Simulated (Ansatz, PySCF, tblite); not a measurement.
Breaking a bond: GaH, singlet.

Levels of theory: RKS-B3LYP/6-31G* = restricted B3LYP/6-31G*, spherical d (PySCF); RCCSD(T) = Ansatz (an electronic-structure program) with CCSD(T) on RHF/cc-pVQZ, cores with 3d frozen; GFN2-xTB, 300 K electronic temperature (tblite).

Total energies in hartree (comparable only within one method and basis):

```csv
R / Å,RKS-B3LYP/6-31G*,RCCSD(T),GFN2-xTB
1.26,-1925.13362,-1923.86207,-1.60951
1.32,-1925.15358,-1923.88210,-1.63175
1.42,-1925.17577,-1923.90418,-1.65516
1.51,-1925.18724,-1923.91534,-1.66753
1.56,-1925.19107,-1923.91895,-1.67221
1.64,-1925.19440,-1923.92186,-1.67745
1.68,-1925.19501,-1923.92225,-1.67927
1.72,-1925.19506,-1923.92207,-1.68066
1.82,-1925.19323,-1923.91968,-1.68258
1.84,-1925.19259,-1923.91894,-1.68275
1.93,-1925.18887,-1923.91480,-1.68294
2.10,-1925.17924,-1923.90468,-1.67982
2.27,-1925.16788,-1923.89322,-1.67303
2.52,-1925.15041,-1923.87628,-1.65911
2.76,-1925.13429,-1923.86133,-1.64340
3.01,-1925.11898,-1923.84796,-1.62618
3.34,-1925.10152,-1923.83446,-1.60382
3.65,-1925.08790,-1923.82658,—
4.20,-1925.06944,—,—
4.56,-1925.06058,—,—
4.94,-1925.05342,—,—
5.86,-1925.04278,—,—
6.63,-1925.03834,—,—
```

A dash means that the run gave no value there, or that the column was ended at a point which the program doubted or which failed a test of continuity chosen for this set; such a test can also cut sound points.

The restricted form behind RKS-B3LYP/6-31G* keeps the bonding electrons paired and can't separate into open-shell fragments. The T1 diagnostic of CCSD on the restricted reference of RCCSD(T) exceeds 0.045 at 3.01 to 6.63 Å.
